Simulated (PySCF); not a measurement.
Molecule: `InChI=1S/CH3Cl5Si2/c1-7(2,3)8(4,5)6/h1H3`.

Structure with atom numbers: `[CH3:1][Si:2]([Cl:3])([Cl:4])[Si:5]([Cl:6])([Cl:7])[Cl:8]` (H(Xn): hydrogen on atom n).

Geometry PBE0-D3(BJ)/def2-SVP throughout; GIAO in PySCF, gas phase, one conformer, non-relativistic; equivalent atoms averaged; functional PBE0.

For orientation, cc-pVDZ gives these shifts δ (against TMS, HCl at the same level): C1 6.6, Si5 39.8, Si2 40.7, Cl6/Cl7/Cl8 123.9, Cl3/Cl4 54.1, H(C1) 0.81 ppm.

A run gave: C1 6.4, Si5 16.0, Si2 23.7, Cl6/Cl7/Cl8 138.2, Cl3/Cl4 68.6, H(C1) 0.87 ppm (shifts δ (against TMS, HCl at the same level)).

Which basis set was used in that run?
A. pcSseg-0
B. def2-TZVP
C. aug-cc-pVDZ
D. pcSseg-1

## Answers

B. Si5 tells them apart best: def2-TZVP gives 16.0, pcSseg-1 gives 30.1, aug-cc-pVDZ gives 21.0, pcSseg-0 gives 86.5 ppm.
